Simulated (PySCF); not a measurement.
Exercise with solution: oscillator strength and radiative lifetime

Zn(NH2)(SMe) (CH5NSZn), SMILES [NH2][Zn][S]C.

Geometry: ωB97X-D3(BJ)/def2-SVP. The structure was generated by enumeration; whether it is a known compound was not checked. The values are those of a single conformer.

TDA-M06-2X/def2-SVPD (PySCF) puts the first singlet state with f over 0.02 at 5.19 eV (vertical), with the transition dipole (0.525, 0.467, 0.000) in atomic units.

Question: Find the oscillator strength, the wavelength and the radiative lifetime that this transition would have in vacuum if emission retraced absorption.

Answer: 
|μ|² = 0.4937 au, so |μ| = 1.79 D. ΔE = 5.19/27.211 = 0.1907 hartree. f = (2/3) ΔE |μ|² = 0.063 (the program prints 0.063).
λ = 1239.84/5.19 = 239 nm; ν = 41860 cm⁻¹.
Einstein's coefficient A = 0.6670 ν² f s⁻¹ (ν in cm⁻¹) = 7.3e7 s⁻¹, so τ = 1/A = 14 ns. This state is S2; the lower singlet has f = 0.017. The figure is the radiative limit of this one transition; relaxation, internal conversion, crossing to triplets and a medium change what is measured.
